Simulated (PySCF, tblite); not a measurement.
Species: C₄H₁₃ClOSi₂.
Cartesian coordinates in Å at the GFN2-xTB level; atoms count from 1:
```xyz
21
C4H13ClOSi2 angstrom
C      4.3749    0.4727    0.4696
O      2.9942    0.4353    0.6528
Si     1.8598    0.0942   -0.4536
C      0.2421    0.2201    0.5157
C     -0.9589   -0.0797   -0.3806
Si    -2.6224   -0.0046    0.5439
C     -4.0735   -0.2945   -0.6466
Cl    -2.8274    1.8330    1.3774
H      4.7430   -0.4817    0.0863
H      4.8404    0.6770    1.4341
H      4.6504    1.2586   -0.2373
H      1.9042    1.0416   -1.5770
H      2.0524   -1.2550   -1.0078
H      0.2484   -0.4763    1.3552
H      0.1302    1.2163    0.9452
H     -0.8317   -1.0678   -0.8249
H     -0.9591    0.6249   -1.2149
H     -2.6494   -0.9794    1.6397
H     -3.9767   -1.2457   -1.1600
H     -5.0203   -0.3017   -0.1150
H     -4.1295    0.4842   -1.4025
```

The calculation used PBE0/pcSseg-1 in PySCF (dipole) on a GFN2-xTB geometry, gas phase.

Take the most abundant isotopes and a rigid rotor. The values belong to one conformer with, in the numbering `[CH3:1][O:2][SiH2:3][CH2:4][CH2:5][Si@H:6]([CH3:7])[Cl:8]`, C1–O2–Si3–C4 179°, O2–Si3–C4–C5 180°, Si3–C4–C5–Si6 179°, C4–C5–Si6–C7 177°.

Give the principal moments of inertia and the rotational constants in GHz.

Ia = 188.79, Ib = 1296.58, Ic = 1431.45 u·Å²; 505379 MHz·u·Å²/I gives 2677, 389.8 and 353.1 MHz, that is A = 2.6769, B = 0.3898, C = 0.3531 GHz.

What kind of rotor is it?

A near-prolate asymmetric top. Ray's parameter κ = (2B − A − C)/(A − C) = -0.968; −1 is the prolate and +1 the oblate limit.

What does the inertial defect say?

Not planar: Δ = Ic − Ia − Ib = -53.92 u·Å². For a rigid frame Δ = −2 Σ m c², so Σ m c² = 26.96 u·Å² lies off the ab plane: 13.80 from hydrogen and 13.16 from heavier atoms. The atom farthest from that plane is 1.92 Å away.

Which types of transition are allowed, and where do some lines up to J = 5 fall?

The dipole components are |μa| = 1.10 D, |μb| = 2.00 D, |μc| = 0.09 D. Intensities carry the squares of the components, which stand as 0.30 : 1.00 : 0.00 (a : b : c). Some lines, for components of 0.1 D or more:

| type | branch | J(Ka,Kc) | MHz | lower level (cm⁻¹) |
| --- | --- | --- | --- | --- |
| a | Q | 5(1,4) ← 5(1,5) | 551 | 0.439 |
| b | R | 4(0,4) ← 3(1,3) | 770 | 0.222 |
| a | R | 2(1,2) ← 1(1,1) | 1449 | 0.101 |
| a | R | 2(0,2) ← 1(0,1) | 1485 | 0.025 |
| a | R | 3(1,3) ← 2(1,2) | 2173 | 0.149 |
| a | R | 3(0,3) ← 2(0,2) | 2227 | 0.074 |
| a | R | 3(2,1) ← 2(2,0) | 2230 | 0.382 |
| a | R | 3(1,2) ← 2(1,1) | 2283 | 0.153 |
| b | Q | 1(1,0) ← 1(0,1) | 2324 | 0.025 |
| b | Q | 3(1,2) ← 3(0,3) | 2418 | 0.149 |
| b | Q | 5(1,4) ← 5(0,5) | 2593 | 0.371 |
| a | R | 4(0,4) ← 3(0,3) | 2967 | 0.149 |
| a | R | 4(2,3) ← 3(2,2) | 2971 | 0.456 |
| a | R | 4(3,1) ← 3(3,0) | 2972 | 0.841 |
| a | R | 5(2,4) ← 4(2,3) | 3713 | 0.555 |
| b | R | 3(1,3) ← 2(0,2) | 4424 | 0.074 |
| b | Q | 5(2,3) ← 5(1,4) | 6658 | 0.458 |
| b | Q | 5(2,4) ← 5(1,5) | 7194 | 0.439 |
| b | R | 2(2,0) ← 1(1,1) | 8421 | 0.101 |
| b | R | 5(2,3) ← 4(1,4) | 10829 | 0.319 |
| b | Q | 4(3,1) ← 4(2,2) | 11523 | 0.556 |
| b | Q | 3(3,1) ← 3(2,2) | 11528 | 0.456 |
| b | Q | 5(3,3) ← 5(2,4) | 11532 | 0.679 |
| b | R | 3(3,1) ← 2(2,0) | 13756 | 0.382 |
| b | R | 4(3,1) ← 3(2,2) | 14500 | 0.456 |
| b | Q | 5(4,2) ← 5(3,3) | 16137 | 1.064 |
| b | R | 4(4,1) ← 3(3,0) | 19110 | 0.841 |
| b | R | 5(5,0) ← 4(4,1) | 24464 | 1.478 |

Estimate the classical rotational partition function at 10 K, 50 K and 100 K.

Point group C1, symmetry number σ = 1; q = (√π/σ)·√((kT/h)³/(ABC)), k/h = 20836.6 MHz/K: 8780 at 10 K, 98200 at 50 K, 278000 at 100 K.

Its GFN2-xTB frequencies are all real (lowest 25 cm⁻¹). These are rigid-rotor constants of the computed structure; measured ground-state constants (B0) also hold zero-point vibration. A rigid rotor knows nothing of internal rotation, which can split or shift real lines. Quadrupole hyperfine structure (35Cl) is left out.
